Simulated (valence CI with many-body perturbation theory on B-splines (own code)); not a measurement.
# Nd⁴⁶⁺: electric-dipole lines

Calculated by valence CI with perturbative core correlation (CI+MBPT): four valence electrons over a frozen Dirac-Fock core [Ne], a basis of 11 s, 11 p, 9 d, 7 f, 5 g, 2 h, 1 i functions for each j, with the one-electron correlation potential Σ1 (screened to all orders), the two-electron term Σ2, the three-electron term Σ3, Breit, model QED; selected single and double excitations, second order for the rest (own B-spline code, finite nucleus).

The last digits are not significant, and no measured levels were compared; by estimate large intervals hold to a few tenths of a per cent, small ones and those within an open d or f shell to about a per cent.

Lines 51 to 100 of 238 in falling wavelength, among levels below 640.34 eV, chosen from the strongest by gf and those to the six lowest levels. Wavelengths and rates use the calculated energies. Electric multipoles are in the length gauge, E1 and E2 with the static RPA response of the core. Weak lines are less certain than strong ones. Lines between different terms over intervals too small for the method are left out, as are lines whose strength nearly cancels. The highest levels of a list are the least certain.

Levels are named by their leading jj configuration (3d3/2^4 stands for four electrons in 3d with j = 3/2), which in mixed levels can hold well under half, so a name can repeat and another be missing. Letters in brackets count levels of one name in rising energy.

| λ vac (Å) | Upper | Lower | A (s⁻¹) | S (a.u.) |
| --- | --- | --- | --- | --- |
| 91.42 | (3s 3p1/2^2 3p3/2) J=1 | (3s^2 3p1/2 3p3/2) J=2 | 2.21e+10 | 2.50e-02 |
| 90.75 | (3s 3p1/2 3p3/2 3d5/2) J=2 [d] | (3s^2 3p3/2 3d5/2) J=3 | 9.49e+09 | 1.75e-02 |
| 90.36 | (3s 3p1/2 3p3/2^2) J=1 [a] | (3s^2 3p3/2^2) J=2 | 7.25e+09 | 7.92e-03 |
| 89.29 | (3s 3p1/2 3p3/2 3d3/2) J=2 [a] | (3s 3p1/2 3p3/2^2) J=3 | 1.63e+10 | 2.86e-02 |
| 89.21 | (3p1/2^2 3p3/2^2) J=0 | (3s 3p1/2 3p3/2^2) J=1 [a] | 4.18e+10 | 1.47e-02 |
| 88.89 | (3s 3p1/2 3p3/2^2) J=2 [b] | (3s^2 3p3/2^2) J=2 | 1.32e+10 | 2.28e-02 |
| 86.99 | (3s 3p1/2 3p3/2 3d3/2) J=2 [e] | (3s^2 3p3/2 3d3/2) J=3 | 8.80e+09 | 1.43e-02 |
| 86.85 | (3s 3p1/2 3p3/2 3d5/2) J=3 [c] | (3s^2 3p3/2 3d5/2) J=4 | 1.56e+10 | 3.53e-02 |
| 86.74 | (3s 3p1/2^2 3p3/2) J=1 | (3s^2 3p1/2 3p3/2) J=1 | 6.45e+09 | 6.24e-03 |
| 86.12 | (3s 3p1/2 3p3/2 3d5/2) J=4 [c] | (3s^2 3p3/2 3d5/2) J=4 | 1.01e+10 | 2.86e-02 |
| 85.92 | (3s 3p1/2 3p3/2 3d3/2) J=1 [d] | (3s^2 3p3/2 3d3/2) J=2 | 8.08e+09 | 7.58e-03 |
| 84.50 | (3s 3p1/2 3p3/2 3d5/2) J=2 [b] | (3s^2 3p3/2 3d3/2) J=3 | 9.43e+09 | 1.40e-02 |
| 84.09 | (3s 3p1/2 3p3/2^2) J=1 [b] | (3s^2 3p3/2^2) J=2 | 1.05e+10 | 9.22e-03 |
| 83.26 | (3s 3p1/2^2 3d3/2) J=1 | (3s 3p1/2^2 3p3/2) J=1 | 8.45e+09 | 7.22e-03 |
| 83.00 | (3s 3p1/2 3p3/2 3d3/2) J=2 [a] | (3s 3p1/2 3p3/2^2) J=2 [a] | 8.89e+09 | 1.25e-02 |
| 81.36 | (3s 3p1/2 3p3/2 3d3/2) J=2 [b] | (3s 3p1/2 3p3/2^2) J=3 | 2.77e+10 | 3.68e-02 |
| 80.68 | (3s 3p1/2 3p3/2 3d3/2) J=2 [c] | (3s 3p1/2 3p3/2^2) J=2 [b] | 9.80e+09 | 1.27e-02 |
| 80.56 | (3s 3p1/2^2 3d3/2) J=2 | (3s 3p1/2^2 3p3/2) J=1 | 1.81e+09 | 2.34e-03 |
| 76.86 | (3s^2 3p1/2 3d3/2) J=2 | (3s^2 3p1/2 3p3/2) J=2 | 3.70e+09 | 4.14e-03 |
| 73.52 | (3s^2 3p1/2 3d3/2) J=2 | (3s^2 3p1/2 3p3/2) J=1 | 1.83e+08 | 1.80e-04 |
| 72.37 | (3s 3p1/2^2 3d3/2) J=1 | (3s 3p1/2^2 3p3/2) J=2 | 3.03e+09 | 1.70e-03 |
| 70.32 | (3s 3p1/2^2 3d3/2) J=2 | (3s 3p1/2^2 3p3/2) J=2 | 9.17e+09 | 7.87e-03 |
| 69.79 | (3s 3p1/2 3p3/2 3d3/2) J=3 [b] | (3s 3p1/2 3p3/2^2) J=3 | 4.41e+09 | 5.18e-03 |
| 66.92 | (3s^2 3p3/2 3d3/2) J=3 | (3s^2 3p3/2^2) J=2 | 1.85e+09 | 1.91e-03 |
| 66.72 | (3s^2 3p3/2 3d3/2) J=2 | (3s^2 3p3/2^2) J=2 | 2.20e+08 | 1.61e-04 |
| 66.43 | (3s^2 3p3/2 3d3/2) J=1 | (3s^2 3p3/2^2) J=2 | 1.98e+08 | 8.61e-05 |
| 65.84 | (3s 3p1/2 3p3/2 3d3/2) J=2 [e] | (3s 3p1/2 3p3/2^2) J=2 [b] | 8.36e+09 | 5.89e-03 |
| 64.34 | (3s^2 3p1/2 3d3/2) J=1 | (3s^2 3p1/2 3p3/2) J=2 | 2.90e+09 | 1.14e-03 |
| 63.59 | (3s 3p1/2 3p3/2 3d5/2) J=1 [b] | (3s 3p1/2 3p3/2^2) J=1 [b] | 1.11e+10 | 4.21e-03 |
| 62.30 | (3s 3p1/2^2 3d5/2) J=2 | (3s 3p1/2^2 3p3/2) J=1 | 4.88e+10 | 2.91e-02 |
| 61.99 | (3s^2 3p1/2 3d3/2) J=1 | (3s^2 3p1/2 3p3/2) J=1 | 8.91e+08 | 3.14e-04 |
| 61.98 | (3s^2 3p3/2 3d5/2) J=2 | (3s^2 3p3/2^2) J=2 | 3.58e+10 | 2.10e-02 |
| 61.73 | (3s 3p1/2 3p3/2 3d5/2) J=3 [a] | (3s 3p1/2 3p3/2^2) J=3 | 2.35e+10 | 1.91e-02 |
| 61.36 | (3s^2 3p1/2 3d5/2) J=2 | (3s^2 3p1/2 3p3/2) J=2 | 9.77e+09 | 5.57e-03 |
| 61.15 | (3s 3p1/2 3p3/2 3d5/2) J=2 [a] | (3s 3p1/2 3p3/2^2) J=2 [a] | 3.92e+10 | 2.21e-02 |
| 61.14 | (3s 3p1/2 3p3/2 3d3/2) J=1 [d] | (3s 3p1/2 3p3/2^2) J=0 | 1.12e+10 | 3.79e-03 |
| 61.09 | (3s 3p1/2 3p3/2 3d5/2) J=1 [b] | (3s 3p1/2 3p3/2^2) J=2 [b] | 1.18e+10 | 3.98e-03 |
| 60.71 | (3s^2 3p1/2 3d5/2) J=3 | (3s^2 3p1/2 3p3/2) J=2 | 5.82e+10 | 4.50e-02 |
| 60.68 | (3s 3p1/2 3p3/2 3d5/2) J=1 [c] | (3s 3p1/2 3p3/2^2) J=1 [b] | 1.34e+10 | 4.43e-03 |
| 59.73 | (3s 3p1/2 3p3/2 3d3/2) J=4 | (3s^2 3p1/2 3d5/2) J=3 | 4.37e+09 | 4.14e-03 |
| 59.39 | (3s 3p1/2 3p3/2 3d5/2) J=0 | (3s 3p1/2 3p3/2^2) J=1 [b] | 1.79e+11 | 1.85e-02 |
| 59.28 | (3s 3p1/2 3p3/2 3d3/2) J=2 [e] | (3s 3p1/2 3p3/2^2) J=3 | 1.72e+10 | 8.86e-03 |
| 59.21 | (3s^2 3p1/2 3d5/2) J=2 | (3s^2 3p1/2 3p3/2) J=1 | 6.70e+10 | 3.43e-02 |
| 59.08 | (3s 3p1/2 3p3/2 3d5/2) J=3 [b] | (3s 3p1/2 3p3/2^2) J=3 | 3.58e+10 | 2.55e-02 |
| 58.84 | (3s 3p1/2 3p3/2 3d5/2) J=4 [b] | (3s 3p1/2 3p3/2^2) J=3 | 7.16e+10 | 6.48e-02 |
| 58.74 | (3s 3p1/2^2 3d5/2) J=3 | (3s 3p1/2^2 3p3/2) J=2 | 7.17e+10 | 5.02e-02 |
| 58.66 | (3s 3p1/2 3p3/2 3d5/2) J=3 [a] | (3s 3p1/2 3p3/2^2) J=2 [a] | 4.88e+10 | 3.40e-02 |
| 58.29 | (3s 3p1/2 3p3/2 3d5/2) J=2 [d] | (3s 3p1/2 3p3/2^2) J=1 [b] | 1.70e+11 | 8.32e-02 |
| 58.11 | (3s 3p1/2 3p3/2 3d5/2) J=2 [b] | (3s 3p1/2 3p3/2^2) J=3 | 2.93e+10 | 1.42e-02 |
| 58.05 | (3s 3p1/2 3p3/2 3d5/2) J=3 [d] | (3s 3p1/2 3p3/2^2) J=2 [b] | 1.79e+11 | 1.21e-01 |
